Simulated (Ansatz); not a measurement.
Born–Oppenheimer molecular dynamics of BClFH₅Si (9 atoms, charge 0, multiplicity 1). It starts at the highest image of a converged band. Of that band: Neighbouring images differ by up to 2.5 eV, so the band resolves the path poorly. A vibrational analysis at the climbing image gives one clearly imaginary mode, 1436i cm⁻¹: a first-order saddle point.

Level of theory: RHF/def2-SVP (Ansatz).

```yaml
ensemble: NVE (velocity Verlet)
time_step: 0.5 fs
steps_asked: 200
starting_velocities_drawn_for: 100 K
seed: 7593
```

First frame:

```xyz
9
Properties=species:S:1:pos:R:3
B 0.015 -0.233 0.205
H 0.390 0.609 1.157
Cl 1.091 0.135 -1.209
F -1.327 -0.144 0.059
Si 0.496 -2.284 0.798
H -0.037 -2.967 -0.398
H 1.951 -2.505 0.945
H -0.209 -2.750 2.015
H 0.491 -0.393 1.359
```

What does the run give?

All steps were run.

```
steps done                                               : 200
time covered                                             : 100 fs
mean temperature over the second half                    : 2532 K
spread of the potential energy over the second half      : 19.3 meV per atom
mean potential energy of the second half above the start : -244.6 meV per atom
```

The conserved energy stayed within 0.47 meV per atom of its start (net change -0.09 meV per atom), so the integration is sound. The kinetic energy rose, since the run started high on the potential surface and went downhill. It ends in pieces (BClFH + H4Si), so much of that is their flight and rotation, not heat. A run of 0.1 ps of so small a system gives no equilibrium averages. The orbitals stay closed-shell, which can raise the energy where a bond breaks towards radicals; this wasn't checked here.

What happens to the structure?

Between its relaxed ends the band would form B1–Si5, H2–H9 and break B1–H2, Si5–H9. These pairs go: B1–Si5 2.19 → 4.78 Å, H2–H9 1.03 → 5.41 Å, B1–H2 1.33 → 1.21 Å, Si5–H9 1.97 → 1.44 Å. In the last frame they stand as before the step (other bonds may differ from the relaxed reactants and products). Also parted: B1–H9 1.26 → 5.01 Å. It ends as BClFH + H4Si. Pairs count as bonded within 1.25 times the sum of covalent radii (0.12 Å more for H–H). The details hang on the random start.

How do temperature and energy run in time?


```json
{"time (fs)": "0", "T (K)": "100", "potential energy less start (eV)": "0.000", "conserved less start (meV/atom)": "0.00"}
{"time (fs)": "5", "T (K)": "62", "potential energy less start (eV)": "0.035", "conserved less start (meV/atom)": "0.05"}
{"time (fs)": "10", "T (K)": "338", "potential energy less start (eV)": "-0.214", "conserved less start (meV/atom)": "0.12"}
{"time (fs)": "15", "T (K)": "903", "potential energy less start (eV)": "-0.726", "conserved less start (meV/atom)": "0.02"}
{"time (fs)": "20", "T (K)": "1728", "potential energy less start (eV)": "-1.474", "conserved less start (meV/atom)": "-0.10"}
{"time (fs)": "25", "T (K)": "2054", "potential energy less start (eV)": "-1.769", "conserved less start (meV/atom)": "-0.08"}
{"time (fs)": "30", "T (K)": "1945", "potential energy less start (eV)": "-1.669", "conserved less start (meV/atom)": "0.09"}
{"time (fs)": "35", "T (K)": "2190", "potential energy less start (eV)": "-1.891", "conserved less start (meV/atom)": "-0.07"}
{"time (fs)": "40", "T (K)": "2210", "potential energy less start (eV)": "-1.910", "conserved less start (meV/atom)": "-0.05"}
{"time (fs)": "45", "T (K)": "2096", "potential energy less start (eV)": "-1.805", "conserved less start (meV/atom)": "0.10"}
{"time (fs)": "50", "T (K)": "2392", "potential energy less start (eV)": "-2.074", "conserved less start (meV/atom)": "-0.05"}
{"time (fs)": "55", "T (K)": "2287", "potential energy less start (eV)": "-1.979", "conserved less start (meV/atom)": "-0.06"}
{"time (fs)": "60", "T (K)": "2279", "potential energy less start (eV)": "-1.971", "conserved less start (meV/atom)": "0.02"}
{"time (fs)": "65", "T (K)": "2547", "potential energy less start (eV)": "-2.214", "conserved less start (meV/atom)": "0.00"}
{"time (fs)": "70", "T (K)": "2805", "potential energy less start (eV)": "-2.449", "conserved less start (meV/atom)": "-0.12"}
{"time (fs)": "75", "T (K)": "2476", "potential energy less start (eV)": "-2.150", "conserved less start (meV/atom)": "-0.03"}
{"time (fs)": "80", "T (K)": "2274", "potential energy less start (eV)": "-1.967", "conserved less start (meV/atom)": "0.06"}
{"time (fs)": "85", "T (K)": "2701", "potential energy less start (eV)": "-2.355", "conserved less start (meV/atom)": "-0.13"}
{"time (fs)": "90", "T (K)": "2753", "potential energy less start (eV)": "-2.401", "conserved less start (meV/atom)": "-0.09"}
{"time (fs)": "95", "T (K)": "2641", "potential energy less start (eV)": "-2.299", "conserved less start (meV/atom)": "0.05"}
{"time (fs)": "100", "T (K)": "2815", "potential energy less start (eV)": "-2.457", "conserved less start (meV/atom)": "-0.09"}
```

The run took 4.1 min on 1 thread of Arm Neoverse V2, on a shared host, peak memory 0.16 GiB.
